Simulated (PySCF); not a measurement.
## Four-centre ligand exchange

Start structure (SiH₄Cl₂O, singlet), relaxed at PBE0-D4/def2-TZVP:

```
8
angstrom
Si -0.3537 -0.6535 -0.7652
H 1.0356 -1.0489 -0.4877
Cl -1.0586 -1.9710 -2.1770
Cl -1.5024 -0.9012 0.9201
H -0.5535 0.6956 -1.3140
H 1.3968 0.8708 1.5840
O 0.9036 1.3073 0.8846
H 0.1715 1.7415 1.3305
```

The step: SiH₂Cl₂ ([Cl][SiH2][Cl]) + H₂O → SiH₂Cl₂O ([OH][SiH]([Cl])[Cl]) + H₂; bonds formed: Si1–O7, H2–H6; bonds broken: Si1–H2, H6–O7. Computed with PySCF 2.14 with density fitting (its default auxiliary sets; JK sets also for MP2 and CCSD(T)) (basis: def2-TZVPP and def2-QZVPP); correlated methods freeze the cores. Extrapolation: Hartree–Fock as exp(−7.88 √X), correlation as X^−2.97. Energies below are by CCSD(T) at an estimated basis limit (MP2 extrapolated from triple and quadruple zeta, plus CCSD(T) − MP2 in triple zeta).

Task: What are the electronic barrier and the energy of the step, from the start structure to the end structure? (Judge from chemistry; the value comes from the calculation.)

Result: Computed: Barrier 39.95 kcal/mol; step energy -18.94 kcal/mol (downhill); reverse barrier, their difference, 58.89 kcal/mol. Barrier and step energy count from the start structure, the reverse barrier from the end structure.

The saddle point: One imaginary mode of 1331i cm⁻¹.
| pair | start (Å) | saddle (Å) | end (Å) |
| --- | --- | --- | --- |
| Si1–O7 | 2.85 | 1.83 | 1.62 |
| H2–H6 | 2.85 | 1.10 | 0.75 |
| Si1–H2 | 1.47 | 1.68 | 3.78 |
| H6–O7 | 0.96 | 1.16 | 3.13 |

Zero-point energy (harmonic, PBE0-D4): ZPE is 27.60 kcal/mol at the start and 26.14 kcal/mol at the saddle, so the barrier goes from 39.95 to 38.49 kcal/mol.

No T1 diagnostic of these runs exceeds 0.011. The start structure is not quite a true minimum (one mode of 48i cm⁻¹).

Labels in which every atom is bracketed show which atoms are joined, not bond orders.

For scale, one of the runs: CCSD(T)/def2-TZVPP, 213 basis functions, launched by `OMP_NUM_THREADS=4 python run.py`. Time: 4.5 min of wall clock on 4 CPU threads of an Intel Xeon 6975P-C; the host was shared. Peak host memory: 3.1 GiB.
